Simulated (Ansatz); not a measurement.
Question: Name a neutral molecule of Cl, F, Y with size of the dipole moment (ωB97M-V/def2-TZVPP) between 0.55 and 0.85 D and HOMO–LUMO gap (B3LYP/def2-TZVPP) between 5.60 and 5.90 eV (Ansatz, PBE0-D4/def2-TZVP geometry).

Answer: `[F][Y]([F])[Cl]` (0.68 D, 5.76 eV); `[F][Y]([Cl])[Cl]` (0.56 D, 5.69 eV). Other molecules can fit too; these were computed, each in one conformer that needn't be the lowest.

B3LYP here is the variant with VWN-RPA as its local correlation; programs differ in this.
